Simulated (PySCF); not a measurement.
A structure optimised at PBE0-D3(BJ)/def2-SVP, used in a PySCF frequency run:

```
C
H 1 1.1016
H 1 1.1017 2 108.33
H 1 1.1077 2 106.82 3 -115.29
C 1 1.4790 2 112.05 4 -123.36
H 5 1.0921 1 122.83 2 -151.81
I 5 2.0694 6 113.95 1 163.05
```
Charge 0, spin multiplicity 2.

Q: Write its SMILES and formula.

A: C[CH]I, C₂H₄I

Q: What are its rotational constants (standard atomic weights)?

A: 39.832, 3.0114, 2.8516 GHz
